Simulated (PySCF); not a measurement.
C7H5FO.
SMILES with atom numbers: `[O:1]=[CH:2][c:3]1[cH:4][cH:5][cH:6][cH:7][c:8]1[F:9]` (hydrogens: H10 on C2; H11 on C4; H12 on C5; H13 on C6; H14 on C7)

The same species was optimised twice, with GFN2-xTB and with PBE0-D3(BJ)/def2-SVP (PySCF), and the same property calculations (PySCF, gas phase) were run on both structures.

```csv
coordinate,GFN2-xTB,PBE0-D3(BJ)/def2-SVP,change
C8–F9 (Å),1.346,1.331,-0.015
C5–C6 (Å),1.388,1.399,+0.011
C2–C3 (Å),1.471,1.480,+0.009
C4–C5 (Å),1.380,1.388,+0.008
C6–C7 (Å),1.385,1.392,+0.007
C7–C8 (Å),1.382,1.389,+0.007
C3–C4 (Å),1.396,1.402,+0.006
C3–C8 (Å),1.395,1.398,+0.003
O1=C2 (Å),1.204,1.207,+0.003
O1–C2–C3 (°),124.5,123.3,-1.2
C4–C5–C6 (°),120.0,119.6,-0.4
C2–C3–C4 (°),120.3,120.0,-0.3
C5–C6–C7 (°),120.4,120.8,+0.4
C4–C3–C8 (°),118.0,118.3,+0.3
C6–C7–C8 (°),119.0,118.7,-0.3
C3–C8–F9 (°),119.5,119.3,-0.2
C7–C8–F9 (°),118.7,118.8,+0.1
O1–C2–C3–C4 (°),0,0,0
```

Rotational constants: A = 2579, B = 1572, C = 976.5 MHz (GFN2-xTB) against A = 2568, B = 1567, C = 973.3 MHz (PBE0-D3(BJ)/def2-SVP). Point groups within 0.08 Å: Cs and Cs.

On the GFN2-xTB structure: HOMO (eV) -7.66 [PBE0/pcSseg-1]; LUMO (eV) -2.08 [PBE0/pcSseg-1]; dipole (D) 3.49 [PBE0/pcSseg-1]; GIAO shielding of O1 (ppm) -330.6 [PBE0/pcSseg-1]; GIAO shielding of C2 (ppm) -3.5 [PBE0/pcSseg-1]; GIAO shielding of C3 (ppm) 58.2 [PBE0/pcSseg-1]; GIAO shielding of C4 (ppm) 51.4 [PBE0/pcSseg-1]; GIAO shielding of C5 (ppm) 57.2 [PBE0/pcSseg-1]; GIAO shielding of C6 (ppm) 44.7 [PBE0/pcSseg-1]; GIAO shielding of C7 (ppm) 64.8 [PBE0/pcSseg-1]; GIAO shielding of C8 (ppm) 10.9 [PBE0/pcSseg-1].

Q: What do these properties become on the PBE0-D3(BJ)/def2-SVP structure?

A: 
| property | level | on GFN2-xTB | on PBE0-D3(BJ)/def2-SVP | change |
| --- | --- | --- | --- | --- |
| HOMO (eV) | PBE0/pcSseg-1 | -7.66 | -7.67 | -0.01 |
| LUMO (eV) | PBE0/pcSseg-1 | -2.08 | -2.08 | 0.00 |
| dipole (D) | PBE0/pcSseg-1 | 3.49 | 3.40 | -0.09 |
| energy, GFN2-xTB geometry as zero (kcal/mol) | PBE0/pcSseg-1 | 0.0 | -0.1 | -0.1 |
| GIAO shielding of O1 (ppm) | PBE0/pcSseg-1 | -330.6 | -334.0 | -3.4 |
| GIAO shielding of C2 (ppm) | PBE0/pcSseg-1 | -3.5 | -4.2 | -0.7 |
| GIAO shielding of C3 (ppm) | PBE0/pcSseg-1 | 58.2 | 57.0 | -1.2 |
| GIAO shielding of C4 (ppm) | PBE0/pcSseg-1 | 51.4 | 49.2 | -2.2 |
| GIAO shielding of C5 (ppm) | PBE0/pcSseg-1 | 57.2 | 55.3 | -1.9 |
| GIAO shielding of C6 (ppm) | PBE0/pcSseg-1 | 44.7 | 42.4 | -2.3 |
| GIAO shielding of C7 (ppm) | PBE0/pcSseg-1 | 64.8 | 63.2 | -1.6 |
| GIAO shielding of C8 (ppm) | PBE0/pcSseg-1 | 10.9 | 11.4 | +0.5 |

The heavy atoms differ by 0.009 Å rms after alignment. Among bonds between heavy atoms C8–F9 changes most (-0.015 Å). Changes are differences of the printed values. Neither structure is proved a minimum here.

Conformer computed: `[O:1]=[CH:2][c:3]1[cH:4][cH:5][cH:6][cH:7][c:8]1[F:9]`: O1–C2–C3–C4 0°.
